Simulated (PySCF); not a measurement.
Geometry (Å), atoms numbered from 1 in this order:
```xyz
12

C    -0.229   -1.076    0.229
C    -1.077    0.101   -0.286
N    -0.189    1.140   -0.790
Al    1.371    1.010    0.064
N     0.992   -0.556    0.830
H    -0.010   -1.756   -0.622
H    -0.831   -1.660    0.948
H    -1.714    0.472    0.545
H    -1.767   -0.272   -1.065
H    -0.652    1.887   -1.288
H     2.636    1.952    0.115
H     1.539   -1.240    1.332
```

Geometry: PBE0-D3(BJ)/def2-SVP; GIAO shifts from PySCF 2.14, gas phase, non-relativistic, averaged over equivalent atoms.

At CAM-B3LYP/pcSseg-2 (285 basis functions, 48 s wall time on 1 thread of an Arm Neoverse V1, shared host):
```json
{"atoms": "C1/C2", "δ (ppm)": "48.9"}
{"atoms": "N3/N5", "δ (ppm)": "44.9"}
{"atoms": "Al4", "δ (ppm)": "102.2"}
{"atoms": "H11", "δ (ppm)": "4.44"}
{"atoms": "H6/H7/H8/H9", "δ (ppm)": "3.27"}
{"atoms": "H10/H12", "δ (ppm)": "1.06"}
```

Shifts are taken against calculated references (same method and geometry level): TMS for ¹³C (σ = 182.55 ppm) and ¹H (σ = 31.34 ppm); ¹⁵N (σ = 261.83 ppm) vs NH3; AlH4- for ²⁷Al (σ = 478.33 ppm).

Problem. What do these become at PBE/pcSseg-2?

Solution. 
```json
{"atoms": "C1/C2", "δ at PBE/pcSseg-2": "51.4", "change": "+2.5"}
{"atoms": "N3/N5", "δ at PBE/pcSseg-2": "56.0", "change": "+11.1"}
{"atoms": "Al4", "δ at PBE/pcSseg-2": "105.8", "change": "+3.6"}
{"atoms": "H11", "δ at PBE/pcSseg-2": "4.65", "change": "+0.21"}
{"atoms": "H6/H7/H8/H9", "δ at PBE/pcSseg-2": "3.53", "change": "+0.26"}
{"atoms": "H10/H12", "δ at PBE/pcSseg-2": "1.28", "change": "+0.22"}
```

δ = σ(ref) − σ, references computed at the same level: ¹³C (σ = 179.39 ppm), ¹H (σ = 31.18 ppm) against TMS; NH3 for ¹⁵N (σ = 261.04 ppm); AlH4- for ²⁷Al (σ = 478.43 ppm).

The largest change is at N3/N5 (nitrogen bonded to C, Al, H, in a 5-membered ring). Cost: 285 basis functions, 50 s wall time on 1 thread of an Arm Neoverse V1, shared host.

Experimental scales use liquid or dissolved standards, which lie at an offset from isolated NH3 (liquid NH3: subtract about 20 ppm).
